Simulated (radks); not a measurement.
The nuclear charge of neutral holmium is varied continuously with 67 electrons held in [Xe] 4f11 6s2. Calculated with a radial shooting solver on a logarithmic mesh with Libxc functionals: Dirac Kohn-Sham, PBEsol, spin-unpolarised, spherical densities, finite nucleus; open shells fill j = l - 1/2 first; Fermi nuclear charge, rms radius 5.2022 fm. By the Hellmann-Feynman theorem dE/dZ = E(electron-nucleus)/Z, the electronic potential at the nucleus (averaged over a nucleus of fixed radius).

\begin{tabular}{lrrrrr}
Z & E (hartree) & E(electron-nucleus)/Z (hartree) & HOMO & e(HOMO) (eV) & <r> HOMO (bohr) \\ \hline
66.8 & -12530.3329 & -463.287 & 4f7/2 & -0.303 & 0.9001 \\
66.9 & -12576.7145 & -464.344 & 4f7/2 & -1.449 & 0.8834 \\
67 & -12623.2017 & -465.400 & 4f7/2 & -2.672 & 0.8696 \\
67.1 & -12669.7944 & -466.454 & 4f7/2 & -3.961 & 0.8574 \\
67.2 & -12716.4925 & -467.508 & 6s1/2 & -5.033 & 3.877 \\
67.3 & -12763.2961 & -468.562 & 6s1/2 & -5.679 & 3.800 \\
67.4 & -12810.2049 & -469.615 & 6s1/2 & -6.344 & 3.727 \\
67.5 & -12857.2191 & -470.669 & 6s1/2 & -7.029 & 3.659 \\
67.6 & -12904.3387 & -471.722 & 6s1/2 & -7.732 & 3.595 \\
67.7 & -12951.5636 & -472.775 & 6s1/2 & -8.453 & 3.534 \\
67.8 & -12998.8938 & -473.829 & 6s1/2 & -9.191 & 3.477 \\
67.9 & -13046.3293 & -474.882 & 6s1/2 & -9.946 & 3.422 \\
68 & -13093.8702 & -475.936 & 6s1/2 & -10.717 & 3.371 \\
\end{tabular}

The central difference of E at Z = 67 is -465.400 hartree, to compare with the third column; the second derivative is -10.6 hartree.
